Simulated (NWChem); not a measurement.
Species: Zn

Results from NWChem. GIAO values for the isolated, static molecule; σ is the absolute isotropic shielding.

Q: Estimate the computed values for PBE0/x2c-SVPall-s, scalar ZORA without spin-orbit coupling. Quantities: σ Zn1 (ppm).

A: The σ Zn1 (ppm) comes out as 2522.2.
